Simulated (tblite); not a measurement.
C₆H₁₀B₂F₂.
Atom-mapped SMILES: `[CH2:1]=[CH:2]/[C:3](=[CH:4]\[CH2:5][CH3:6])[B:7]([F:8])[BH:9][F:10]` (hydrogens: H11, H12 on C1; H13 on C2; H14 on C4; H15, H16 on C5; H17, H18, H19 on C6; H20 on B9)

Computed with GFN2-xTB (tblite), gas phase: L-BFGS steps from a force-field or distance-geometry start until the largest atomic force falls under 0.01 eV/Å.

Step 19: E = -813.2702 eV
```
atom  x, y, z in Å  |  force x, y, z in eV/Å
C1      1.6496    1.6121   -1.5667    0.022  -0.005   0.000
C2      0.7785    0.6266   -1.4134   -0.027  -0.027   0.019
C3      0.5104   -0.0373   -0.1302   -0.008  -0.035  -0.010
C4     -0.7591   -0.3700    0.1929   -0.001  -0.010  -0.040
C5     -1.9618   -0.1082   -0.6545   -0.002  -0.008   0.014
C6     -3.2601   -0.5213    0.0286    0.014   0.004   0.000
B7      1.6867   -0.4376    0.8186    0.006   0.009   0.007
F8      1.3238   -0.7788    2.0583   -0.019  -0.027  -0.009
B9      3.3274   -0.5717    0.3492    0.021   0.032   0.004
F10     4.2736   -0.8678    1.2210   -0.038   0.027   0.021
H11     1.8178    2.0768   -2.5233    0.007   0.019   0.023
H12     2.2145    1.9930   -0.7321    0.020   0.004  -0.021
H13     0.2056    0.2821   -2.2662   -0.008   0.008   0.020
H14    -0.9477   -0.8704    1.1350    0.036   0.044  -0.031
H15    -1.9980    0.9569   -0.9064    0.006  -0.039  -0.011
H16    -1.8565   -0.6557   -1.5988   -0.002   0.038   0.016
H17    -3.2564   -1.5885    0.2412   -0.004   0.019   0.019
H18    -4.1154   -0.3032   -0.6078    0.020   0.003   0.007
H19    -3.3805    0.0211    0.9639   -0.024  -0.025  -0.001
H20     3.7425   -0.4474   -0.7499   -0.020  -0.029  -0.029
```

Step 20: E = -813.2708 eV
```
atom  x, y, z in Å  |  force x, y, z in eV/Å
C1      1.6509    1.6125   -1.5663    0.007  -0.026   0.001
C2      0.7781    0.6276   -1.4138   -0.018  -0.011   0.017
C3      0.5089   -0.0378   -0.1311    0.022  -0.016  -0.021
C4     -0.7608   -0.3689    0.1924    0.022  -0.010  -0.026
C5     -1.9638   -0.1082   -0.6541    0.022  -0.005   0.012
C6     -3.2607   -0.5218    0.0294    0.003   0.004   0.000
B7      1.6875   -0.4388    0.8157   -0.016   0.012   0.014
F8      1.3267   -0.7828    2.0554   -0.023  -0.027  -0.014
B9      3.3285   -0.5709    0.3486    0.023   0.026   0.008
F10     4.2726   -0.8620    1.2243   -0.035   0.028   0.026
H11     1.8205    2.0769   -2.5237    0.002   0.013   0.046
H12     2.2163    1.9927   -0.7306    0.007  -0.009  -0.045
H13     0.2028    0.2843   -2.2661    0.008   0.017   0.025
H14    -0.9473   -0.8677    1.1355    0.025   0.035  -0.025
H15    -2.0002    0.9559   -0.9084    0.002  -0.021  -0.005
H16    -1.8566   -0.6556   -1.5977   -0.010   0.022   0.003
H17    -3.2574   -1.5886    0.2418    0.001   0.004   0.023
H18    -4.1152   -0.3037   -0.6067   -0.006   0.005  -0.011
H19    -3.3831    0.0203    0.9641   -0.015  -0.017   0.014
H20     3.7472   -0.4528   -0.7492   -0.021  -0.024  -0.043
```

Question: Estimate the geometry and energy of step 21. (The exact step hangs on the optimiser's Hessian estimate; all steps are aligned on step 20, rigid shifts and turns removed.)

Answer: E = -813.2715 eV, largest force 0.059 eV/Å
```
atom  x, y, z in Å  |  force x, y, z in eV/Å
C1      1.6524    1.6123   -1.5658   -0.001  -0.031  -0.001
C2      0.7774    0.6286   -1.4139   -0.004   0.001   0.009
C3      0.5078   -0.0386   -0.1324    0.037   0.001  -0.023
C4     -0.7622   -0.3679    0.1914    0.054  -0.005  -0.010
C5     -1.9656   -0.1083   -0.6534    0.035   0.000   0.003
C6     -3.2613   -0.5222    0.0302   -0.011   0.002   0.003
B7      1.6881   -0.4399    0.8128   -0.026   0.014   0.013
F8      1.3291   -0.7876    2.0519   -0.027  -0.027  -0.013
B9      3.3300   -0.5696    0.3479    0.011   0.020   0.006
F10     4.2710   -0.8551    1.2285   -0.023   0.030   0.030
H11     1.8235    2.0772   -2.5231   -0.006   0.006   0.058
H12     2.2184    1.9922   -0.7299   -0.001  -0.021  -0.053
H13     0.2000    0.2870   -2.2655    0.016   0.022   0.020
H14    -0.9465   -0.8640    1.1355    0.012   0.017  -0.006
H15    -2.0026    0.9544   -0.9106   -0.001   0.005   0.004
H16    -1.8569   -0.6550   -1.5964   -0.017   0.000  -0.015
H17    -3.2585   -1.5885    0.2428    0.004  -0.012   0.023
H18    -4.1151   -0.3042   -0.6057   -0.026   0.006  -0.027
H19    -3.3862    0.0191    0.9646   -0.005  -0.006   0.026
H20     3.7520   -0.4591   -0.7493   -0.022  -0.021  -0.045
```

The energy changes by -0.0007 eV. The first-order estimate −F·Δx gives -0.0009 eV and the mean of the old and new forces, exact on a quadratic surface, -0.0007 eV. The step makes an angle of 70° with the force vector and moves no atom by more than 0.008 Å.

What follows is the cost of the whole relaxation. Time: 1.2 s of wall time. Hardware: one thread, Arm Neoverse V1 (aarch64), no GPU, on a shared host.
